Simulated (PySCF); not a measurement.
C6H12BBrO.
Atom-mapped SMILES: `[CH3:1][O:2][B:3]([Br:4])[C@H:5]1[CH2:6][C@H:7]([CH3:8])[CH2:9]1` (hydrogens: H10, H11, H12 on C1; H13 on C5; H14, H15 on C6; H16 on C7; H17, H18, H19 on C8; H20, H21 on C9)

Cartesian coordinates in Å at the PBE0-D3(BJ)/def2-SVP level; atoms count from 1:
```xyz
21
C6H12BBrO angstrom
C      3.9452   -0.1583   -0.2271
O      2.5639   -0.2507    0.0158
B      1.7687   -1.3217   -0.0690
Br     2.4910   -3.0569   -0.6079
C      0.2356   -1.2218    0.2098
C     -0.4173    0.1698    0.3807
C     -1.5230   -0.2267   -0.6255
C     -2.8742   -0.5105    0.0000
C     -0.7115   -1.4905   -0.9969
H      4.3707   -1.1227   -0.5428
H      4.1172    0.5917   -1.0130
H      4.4462    0.1780    0.6926
H     -0.0141   -1.8999    1.0434
H      0.2278    0.9879    0.0286
H     -0.7636    0.4216    1.3951
H     -1.6434    0.4833   -1.4599
H     -2.7811   -1.2218    0.8377
H     -3.5714   -0.9484   -0.7320
H     -3.3326    0.4099    0.3954
H     -1.2621   -2.4431   -0.9731
H     -0.2099   -1.4177   -1.9740
```

Method used: TDDFT CAM-B3LYP/def2-SVPD, vertical, gas phase, core orbitals frozen in the response (PySCF 2.14.0, density-fitted response routines). The CAM-B3LYP/def2-SVPD calculation is non-relativistic and has no spin–orbit coupling, an omission that weighs most on bromine.

Ground-to-excited transition dipoles (e·a0, same axes as the geometry; the sign carries no meaning), for the states with f of 0.002 or more among the lowest 7:

```
state  E (eV)      μx      μy      μz
   S1   6.539  -0.150   0.056  -0.032
   S2   7.166   0.176  -0.129  -0.015
   S3   7.289  -0.554   0.058   0.092
   S4   7.381   0.140  -0.579  -0.092
   S5   7.619  -0.188   0.040  -0.493
   S6   7.730   0.490   0.176   0.163
   S7   7.777  -0.206  -0.120   0.288
```

Problem. What oscillator strength does each state have?

Solution. f = (2/3) ΔE |μ|² with ΔE in hartree (27.2114 eV).

| state | \|μ\|² (au) | \|μ\| (D) | f |
| --- | --- | --- | --- |
| S1 | 0.027 | 0.42 | 0.004 |
| S2 | 0.048 | 0.56 | 0.008 |
| S3 | 0.319 | 1.44 | 0.057 |
| S4 | 0.363 | 1.53 | 0.066 |
| S5 | 0.280 | 1.35 | 0.052 |
| S6 | 0.298 | 1.39 | 0.056 |
| S7 | 0.140 | 0.95 | 0.027 |

Problem. Which bond between heavy atoms lies closest to the direction of the S4 transition dipole?

Solution. B3–Br4 and C5–C6, at 11° from it; next C7–C9 at 19°.

Problem. What angle do the transition dipoles of S3 and S6 make?

Solution. |cos θ| = |μa·μb| / (|μa| |μb|) = 0.80, so θ ≈ 37° (taken between 0 and 90°, since the signs are arbitrary).

Problem. How is the summed strength of these states shared among x, y and z?

Solution. (2/3) Σ ΔE μα² gives 0.128 for x, 0.074 for y and 0.070 for z, 0.271 in all.

The vertical ionisation energy (ΔSCF) is 9.81 eV, 2.03 eV above S7.

On one thread, Arm Neoverse V2 (aarch64), no GPU, shared host with 32 logical CPUs at a one-minute load of 14, this took 10 min of wall time (grids of density and orbitals included) and 1.6 GiB of memory at its peak.

One conformer stands for the species.

Without π bonds the low states may be Rydberg-like; a valence basis with one diffuse set may place them up to an eV too high.
